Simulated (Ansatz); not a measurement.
This geometry of Cl + F2H2Si (6 atoms, charge 0, multiplicity 2) is a first-order saddle point.

Method: UHF/def2-SVP (Ansatz 0.2.0).

```xyz
6
Properties=species:S:1:pos:R:3
Si -0.012 0.022 0.011
H 0.023 -0.037 1.783
F 1.488 -0.004 -0.516
H -0.702 1.217 -0.474
F -0.741 -1.290 -0.514
Cl 0.007 -0.014 3.254
```

Question: Which two structures does it join? (They come from a converged band through this point; their orientation in space is the band's.)

Answer: Bonds broken: Si1–H2. Bonds formed: H2–Cl6. Cl + F2H2Si becomes ClH + F2HSi.

Image 0:

```xyz
6
Properties=species:S:1:pos:R:3
Si -0.009 0.016 -0.204
H 0.034 -0.059 1.257
F 1.487 -0.004 -0.764
H -0.692 1.199 -0.727
F -0.739 -1.289 -0.765
Cl -0.018 0.031 4.748
```

Image 10:

```xyz
6
Properties=species:S:1:pos:R:3
Si 0.102 -0.178 -0.558
H 0.315 -0.549 3.892
F 1.377 0.184 -1.463
H -0.618 1.071 -0.246
F -0.847 -1.098 -1.467
Cl -0.266 0.464 3.387
```

Question: How far does it lie above each of them?

Answer: 0.87 eV above the first and 0.57 eV above the second. This is the barrier of this one path; another mechanism may lie lower.

Run time: 5.9 min on 1 thread of AMD EPYC 7R43 64-Core Processor (Zen 3), with other jobs on the host, peak memory 0.23 GiB.
